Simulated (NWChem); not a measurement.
Molecule: C2Cl2O2Pt; SMILES [C-](->[Pt]([Cl])([Cl])<-[C-]#[O+])#[O+]

Not confirmed as a minimum by frequencies. def2 effective core potentials on Pt; no spin-orbit coupling.

Q: Give the equilibrium geometry at PBE0/def2-SVP with def2 effective core potentials on Pt (NWChem) as an XYZ file, with the point group.

A: point group C2h; any orientation.
```
7

Pt    -0.0002     0.0001     0.0004
Cl     2.1485    -0.9056     0.0110
Cl    -2.1488     0.9057    -0.0083
O      1.2132     2.8136    -0.0121
C      0.7647     1.7803    -0.0070
O     -1.2137    -2.8134     0.0064
C     -0.7648    -1.7803     0.0047
```
